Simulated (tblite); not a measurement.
Run record: tight-binding relaxation, `C[NH][Ge@@H]1[C@@H](C)C[N]1C`.

Computed with GFN2-xTB geometry optimisation, gas phase (tblite 0.8.0). Start geometry: from a force field or distance geometry. A driver script takes a list of jobs; this job's settings line and coordinates (Å) are shown.

Command:
```bash
OMP_NUM_THREADS=1 python probes_run.py task.json out
```

Input:
```
{"job": {"kind": "relax", "xc": "GFN2-xTB", "basis": "xTB"}, "charge": 0, "multiplicity": 1}
C      3.147300    -0.130300     0.220300
N      2.066100    -1.101200     0.389600
Ge     0.535100    -0.470400    -0.436000
C     -0.355800     0.889200     0.587300
C     -0.827400     2.048900    -0.257700
C     -1.475400    -0.114800     0.953800
N     -0.999500    -1.311100     0.221200
C     -1.883600    -1.636900    -0.890600
H      2.860900     0.850500     0.664300
H      3.363300    -0.002600    -0.854400
H      4.054300    -0.492300     0.726500
H      1.855600    -1.167000     1.423400
H      0.557700    -0.292300    -1.969500
H      0.247700     1.199000     1.473700
H      0.050000     2.633600    -0.622700
H     -1.469500     2.725400     0.354000
H     -1.406400     1.699100    -1.140000
H     -1.468600    -0.326000     2.048000
H     -2.484100     0.236100     0.651900
H     -2.086100    -0.757600    -1.537500
H     -2.858700    -2.017700    -0.497000
H     -1.433300    -2.441900    -1.509500
```

Output:
```
step      E/eV     max force
  0    -695.41296    1.380
  1    -695.56450    0.573
  2    -695.62644    0.485
  3    -695.65764    0.465
  4    -695.69603    0.345
  5    -695.72380    0.369
  6    -695.74692    0.311
  7    -695.76771    0.403
  8    -695.79222    0.465
  9    -695.81750    0.380
... (121 lines left out)
131    -696.27863    0.014
132    -696.27868    0.017
133    -696.27872    0.018
134    -696.27875    0.014
135    -696.27877    0.011
136    -696.27879    0.012
137    -696.27881    0.014
138    -696.27884    0.014
139    -696.27886    0.011
140    -696.27889    0.009
```

«max force» is the largest atomic force in eV/Å.

Main results: energy lowered by 20.0 kcal/mol over 140 steps; largest atomic force 0.009 eV/Å at the end.

Task: Estimate the wall time. Hardware: one thread, Arm Neoverse V1 (aarch64), shared host.

Result: About 1.2 s.
Labels such as C1 count atoms from 1, the log's own numbers from 0.
